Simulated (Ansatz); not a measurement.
Relaxation of ClF2H5HfN2 (11 atoms, charge 0, multiplicity 1), to a largest force component of 0.03 eV/Å in at most 50 steps.

Method: RKS PBE/def2-SVP (Ansatz 0.2.0).

```xyz
11
Properties=species:S:1:pos:R:3
Hf 0.092 0.012 -0.091
F 0.095 0.022 1.882
F 1.881 0.079 -0.804
N -0.841 1.686 -0.784
H -1.755 1.727 -1.253
H -0.416 2.619 -0.831
N -0.924 -1.602 -0.788
H -1.781 -1.963 -0.353
H -0.630 -2.250 -1.531
Cl -3.126 -0.288 1.756
H -1.960 -0.041 2.370
```

Question: Where does it end, and by what steps?

Answer: The forces met the threshold. After 9 steps the energy has fallen by 0.070 eV; Cl10 moved furthest, 0.26 Å.

| step | energy less start (eV) | largest force component (eV/Å) | accepted |
| --- | --- | --- | --- |
| 0 | 0.0000 | 0.779 | yes |
| 1 | -0.0500 | 0.374 | yes |
| 2 | -0.0571 | 0.293 | yes |
| 3 | -0.0663 | 0.118 | yes |
| 4 | -0.0680 | 0.121 | yes |
| 5 | -0.0667 | 0.149 | no |
| 6 | -0.0692 | 0.058 | yes |
| 7 | -0.0698 | 0.030 | yes |
| 8 | -0.0700 | 0.056 | yes |
| 9 | -0.0702 | 0.019 | yes |

```xyz
11
Properties=species:S:1:pos:R:3
Hf 0.039 0.034 -0.081
F -0.056 0.173 1.890
F 1.881 -0.017 -0.647
N -0.832 1.693 -0.872
H -1.687 1.739 -1.437
H -0.485 2.651 -0.737
N -0.959 -1.575 -0.804
H -1.862 -1.868 -0.408
H -0.663 -2.263 -1.506
Cl -2.989 -0.443 1.918
H -1.752 -0.124 2.257
```

Whether the end is a true minimum wasn't checked by a vibrational analysis.

Time of the run: 22 s on 4 threads of Arm Neoverse V1, on a shared host, peak memory 0.2 GiB.
